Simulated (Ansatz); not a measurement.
Input for Ansatz (a quantum-chemistry and plane-wave program): U-B3LYP/def2-TZVPP on AsF2 (SMILES F[As]F), 2S+1 = 2, atoms moved off the minimum.

Ansatz 0.2 input:
```yaml
crystal:
  periodic: [false, false, false]
  atoms:
    - {symbol: F, position_ang: [-1.27058823, -0.75738488, 0.05784878]}
    - {symbol: As, position_ang: [0.10302460, 0.37842640, -0.12639171]}
    - {symbol: F, position_ang: [1.29340249, -0.80861544, -0.01752157]}
basis:
  gaussian:
    orbitals: def2-TZVPP
hamiltonian:
  xc: {name: B3LYP}
magnetization: {spin_polarized: true, initial_magnetization: 1}
output: {forces: true}
```

Program output:

```
Functional definition: B3LYP
[...]
integrals: 0.03 GiB planned
728 factors; their error is unknown
mean field: 0.47 GiB planned
mean field evaluation 1: about -66275.3881 eV, gradient 3.6e1 eV
mean field evaluation 2: about -66260.0047 eV, gradient 8.0e1 eV
mean field evaluation 4: about -66278.9048 eV, gradient 5.2e0 eV
mean field evaluation 8: about -66278.9781 eV, gradient 5.4e-2 eV
mean field evaluation 16: about -66279.1961 eV, gradient 3.5e-5 eV
mean field -66279.19605404 eV, -2435.7155293335 hartree, gradient 1.1e-5 eV, S^2 0.753124; 0 other end points of the search recorded, 0 dependent functions left out
the calculation of the forces begins
reference -66279.19620901 eV, -2435.7155350282 hartree; 26, 25 occupied and 84, 85 virtual orbitals, 728 factors
Total energy: -66279.19620901 eV, -2435.7155350282 hartree
Atom 0 at    -1.270588    -0.757385     0.057849 Å, force     0.682041     0.695763    -0.107781 eV/Å
Atom 1 at     0.103025     0.378426    -0.126392 Å, force    -1.986936     0.453390     0.007246 eV/Å
Atom 2 at     1.293402    -0.808615    -0.017522 Å, force     1.304895    -1.149153     0.100535 eV/Å
Dipole moment:     0.122332     0.480825    -0.063363 e Å
```

Self-consistency was reached.

Cost: about 4 core-seconds (a rough figure).
